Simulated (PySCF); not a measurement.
Compound: C₂H₆PSi₂ (doublet state).
Atom-mapped SMILES: `[CH:1]#[C:2][SiH:3][PH:4][SiH3:5]` (hydrogens: H6 on C1; H7 on Si3; H8 on P4; H9, H10, H11 on Si5)

Structure used (GFN2-xTB), in Å, numbered top down from 1:
```xyz
11
C2H6PSi2 angstrom
C      3.586   -0.759    0.430
C      2.399   -0.856    0.237
Si     0.561   -0.964    0.171
P     -0.340    0.919   -0.607
Si    -2.444    0.707    0.101
H      4.630   -0.686    0.545
H      0.208   -2.066   -0.737
H      0.077    1.729    0.430
H     -3.035   -0.375   -0.685
H     -3.119    1.976   -0.159
H     -2.518    0.379    1.527
```

The hyperfine couplings belong to this conformer and change with its torsions.

Method used: PySCF, UKS B3LYP, pcH-1 on C H P Si, non-relativistic, mean-field spin-orbit, GIAO. Isolated species at its GFN2-xTB geometry (one conformer only). The geometry wasn't refined by DFT: couplings that depend on bond lengths, twists or pyramidal angles can differ widely from those at the functional's own minimum, by a factor of two or more for some ions and for spin on atoms past the first row. The SCF solution wasn't tested for stability.

Match the computed a_iso(13C) values +17.9, +14.3 MHz with the sites C1; C2.

```tsv
site	a_iso (MHz)	ρ(0) (bohr⁻³)	position	distance from Si3 (Å)	spin population	largest |T| (MHz)
C1	+14.3	+0.0127	2 bonds from Si3	3.04	+0.16	22.8
C2	+17.9	+0.0159	1 bond from Si3	1.84	-0.08	9.4
```

Match the computed a_iso(29Si) values -495.9, -25.2 MHz with the sites Si3; Si5.

```tsv
site	a_iso (MHz)	ρ(0) (bohr⁻³)	position	distance from Si3 (Å)	spin population	largest |T| (MHz)
Si3	-495.9	+0.5589	largest spin population	0.00	+0.78	147.3
Si5	-25.2	+0.0284	2 bonds from Si3	3.44	0.00	2.9
```

Match the computed a_iso(1H) values +51.9, +11.7, -11.3, -0.4 MHz (means over equivalent nuclei) with the sites H6; H7; H8; H9/H10/H11.

```tsv
site	a_iso (MHz)	ρ(0) (bohr⁻³)	position	distance from Si3 (Å)	bound to	spin population there	largest |T| (MHz)
H6	-11.3	-0.0025	3 bonds from Si3, on C1 of spin population +0.16	4.09	C1	+0.16	7.0
H7	+51.9	+0.0116	1 bond from Si3	1.47	Si3	+0.78	7.7
H8	+11.7	+0.0026	2 bonds from Si3, on P4 of spin population +0.13	2.75	P4	+0.13	3.8
H9/H10/H11	-0.4	-0.0001	3 bonds from Si3	4.03	Si5	0.00	2.3
```

ρ(0) is the spin density at the nucleus and T the dipolar tensor; a_iso includes a spin–orbit part; entries for several nuclei are means. Largest spin populations (Mulliken): Si3 (+0.78), C1 (+0.16), P4 (+0.13) and C2 (-0.08). The angles at Si3 add up to 327.9°, so it is pyramidal.

The spin density at the nucleus, in bohr⁻³, is negative for H6 (-0.0025), for instance. A restricted open-shell determinant has no negative spin density anywhere; here it arises because α and β orbitals differ (spin polarisation).

Means are taken over nuclei equivalent by connectivity, which assumes that they swap fast.
